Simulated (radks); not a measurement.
Charge is removed step by step from the 3s level of neutral technetium, starting from [Kr] 4d5 5s2. Method: scalar-relativistic Kohn-Sham, r2SCAN, spin-unpolarised, spherical densities, finite nucleus; meta-GGA in the generalised Kohn-Sham scheme; Fermi nuclear charge, rms radius 4.4112 fm; computed with a radial shooting solver on a logarithmic mesh with Libxc functionals.

removed (e) = 0: E - E(0) (eV) 0.000; eigenvalue (eV) -527.64; E minus straight line (eV) 0.000
removed (e) = 0.125: E - E(0) (eV) 66.153; eigenvalue (eV) -531.38; E minus straight line (eV) -1.686
removed (e) = 0.25: E - E(0) (eV) 132.78; eigenvalue (eV) -535.17; E minus straight line (eV) -2.902
removed (e) = 0.375: E - E(0) (eV) 199.88; eigenvalue (eV) -539.00; E minus straight line (eV) -3.641
removed (e) = 0.5: E - E(0) (eV) 267.46; eigenvalue (eV) -542.88; E minus straight line (eV) -3.899
removed (e) = 0.625: E - E(0) (eV) 335.53; eigenvalue (eV) -546.80; E minus straight line (eV) -3.669
removed (e) = 0.75: E - E(0) (eV) 404.09; eigenvalue (eV) -550.77; E minus straight line (eV) -2.945
removed (e) = 0.875: E - E(0) (eV) 473.15; eigenvalue (eV) -554.77; E minus straight line (eV) -1.724
removed (e) = 1: E - E(0) (eV) 542.71; eigenvalue (eV) -558.82; E minus straight line (eV) 0.000

Removing the whole electron costs 542.71 eV by Delta-SCF, against 527.64 eV from minus the eigenvalue at the starting occupation. Slater's transition state (half an electron removed) gives 542.88 eV. Integrating minus the eigenvalue over the occupation (Janak's theorem) gives 543.00 eV. In this scalar-relativistic scheme the density is built from large components alone, so the theorem holds only approximately. The mean slope of the eigenvalue, de/dn, is 31.2 eV per electron.
